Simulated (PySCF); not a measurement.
A PySCF script (with the pyscf-properties extension) for the NMR shieldings of `C[C@@H](CC(C)(C)F)[SiH2]Cl`, C6H14ClFSi, on a GFN2-xTB geometry:

```python
import basis_set_exchange as bse
import numpy as np
from pyscf import gto, dft
from pyscf.prop import nmr

atoms = """
C     2.039810   -0.934936   -1.291228
C     1.099896    0.030727   -0.564425
C    -0.156238   -0.741123   -0.150950
C    -1.223552    0.062731    0.592180
C    -1.656691    1.326110   -0.140372
C    -2.425435   -0.817915    0.925777
F    -0.663916    0.462650    1.816760
Si    1.974284    0.870062    0.921630
Cl    3.847969    1.367463    0.315924
H     1.534224   -1.394785   -2.140026
H     2.918545   -0.413553   -1.661437
H     2.371259   -1.729324   -0.624843
H     0.805714    0.799349   -1.287249
H     0.142398   -1.567923    0.498396
H    -0.624581   -1.172550   -1.039730
H    -1.983214    1.077012   -1.145859
H    -0.833895    2.032392   -0.195812
H    -2.478286    1.799960    0.391714
H    -2.102279   -1.712487    1.452805
H    -2.938722   -1.108963    0.013843
H    -3.117797   -0.273504    1.563694
H     1.346564    2.131850    1.293708
H     2.119192   -0.066258    2.029807
"""
names = dict.fromkeys(["C", "F", "Si", "Cl", "H"], "pcSseg-1")
basis = {el: gto.basis.parse(bse.get_basis(n, elements=[el], fmt="nwchem")) for el, n in names.items()}
mol = gto.M(atom=atoms, basis=basis, charge=0, verbose=0)
mf = dft.RKS(mol, xc="PBE0")
mf.grids.level = 2
mf.grids.alignment = dft.numint.BLKSIZE   # the property module wants whole blocks of grid points
mf.conv_tol = 1e-9
mf.kernel()

calc = nmr.RKS(mf)   # GIAO
C = mf.mo_coeff
Co = C[:, mf.mo_occ > 0]
resp = mf.gen_response(singlet=True, hermi=2)
def vind(x):   # induced exchange potential for any number of trial vectors
    d = np.einsum("pi,xij,qj->xpq", C, 2 * x.reshape(-1, C.shape[1], Co.shape[1]), Co, optimize=True)
    return np.einsum("xpq,pi,qj->xij", resp(d - d.transpose(0, 2, 1)), C, Co, optimize=True).ravel()
mo1, _ = nmr.rhf.solve_mo1(calc, with_cphf=vind)
sigma = calc.kernel(mo1)
for i, s in enumerate(sigma):   # ppm
    w = np.linalg.eigvalsh((s + s.T) / 2)
    print("%2d %-2s iso %8.1f  s11 %8.1f  s22 %8.1f  s33 %8.1f" % (i, mol.atom_pure_symbol(i), w.mean(), *w))
```

Question: Give the expected output.

Answer: 
```
 0 C  iso    168.0  s11    157.0  s22    162.6  s33    184.3
 1 C  iso    166.6  s11    158.9  s22    165.4  s33    175.6
 2 C  iso    135.8  s11    113.7  s22    128.8  s33    164.9
 3 C  iso     88.9  s11     58.5  s22     62.7  s33    145.5
 4 C  iso    160.8  s11    144.6  s22    153.6  s33    184.3
 5 C  iso    155.3  s11    137.1  s22    140.8  s33    188.0
 6 F  iso    346.0  s11    331.8  s22    339.6  s33    366.5
 7 Si iso    362.6  s11    313.5  s22    378.2  s33    396.3
 8 Cl iso    998.2  s11    959.3  s22   1008.7  s33   1026.5
 9 H  iso     30.6  s11     25.7  s22     28.5  s33     37.7
10 H  iso     29.8  s11     23.5  s22     30.0  s33     35.9
11 H  iso     30.9  s11     27.6  s22     28.1  s33     37.1
12 H  iso     30.4  s11     25.7  s22     30.5  s33     35.0
13 H  iso     30.0  s11     25.9  s22     31.0  s33     33.2
14 H  iso     30.1  s11     25.3  s22     30.9  s33     34.2
15 H  iso     30.9  s11     27.3  s22     28.5  s33     36.9
16 H  iso     29.9  s11     24.9  s22     30.9  s33     33.9
17 H  iso     30.2  s11     26.3  s22     28.2  s33     36.1
18 H  iso     30.2  s11     26.1  s22     28.8  s33     35.8
19 H  iso     30.6  s11     27.1  s22     28.3  s33     36.5
20 H  iso     30.1  s11     26.3  s22     27.8  s33     36.3
21 H  iso     26.4  s11     20.7  s22     27.9  s33     30.6
22 H  iso     27.0  s11     21.8  s22     27.7  s33     31.4
```

These numbers come from an equivalent density-fitted implementation of the same equations, which agrees with the script to about 0.01 ppm for H and up to a few tenths of a ppm for heavy atoms, so last digits may differ.

Question: Turn these shieldings into chemical shifts. Shifts are taken against calculated references (same method and geometry level): 13C (σref 186.93) and 29Si (σref 349.16) and 1H (σref 31.72) against TMS; CFCl3 for 19F (σref 170.95); 35Cl (σref 949.78) vs HCl.

Answer: Averaging equivalent atoms: C 3: 98.0; C 2: 51.1; C 5: 31.6; C 4: 26.1; C 1: 20.3; C 0: 18.9; F 6: -175.1; Si 7: -13.5; Cl 8: -48; H 21: 5.28; H 22: 4.74; H 13: 1.69; H 14: 1.57; H 18/19/20: 1.40; H 15/16/17: 1.36; H 12: 1.29; H 9/10/11: 1.27 ppm. Unscaled 19F shifts against computed CFCl3 carry errors that often reach 10 to 50 ppm.

Size and cost of the density-fitted run: 237 basis functions, 77 s wall time on 1 thread of an Arm Neoverse V1, shared host; peak memory 1.1 GiB.
